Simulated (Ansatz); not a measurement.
The cluster K4⁺. Charge 1, multiplicity 4. Geometry B3LYP/def2-TZVP; atoms count from 1.

Cartesian coordinates in Å:
```
K 2.043 -2.830 -0.106
K -2.666 -1.966 1.029
K 2.665 1.963 -1.034
K -2.042 2.833 0.111
```

At PBE0/def2-TZVP a doublet of charge 1 lies 0.74 eV below the quartet, each at its own geometry. The structure comes from a short search, and lower isomers may exist.

**Question.** Estimate the Mulliken populations from the PBE0/def2-TZVP orbitals of Ansatz.

**Answer.** 
| atom | charge (e) | spin (α − β) |
| --- | --- | --- |
| K1 | 0.25 | 0.75 |
| K2 | 0.25 | 0.75 |
| K3 | 0.25 | 0.75 |
| K4 | 0.25 | 0.75 |
Mulliken values and Mayer orders depend strongly on the basis.

**Question.** Where does the spin sit?

**Answer.** Summed by element: K 3.00, of 3 unpaired in all. Largest on single atoms: K2 0.75, K3 0.75, K4 0.75.
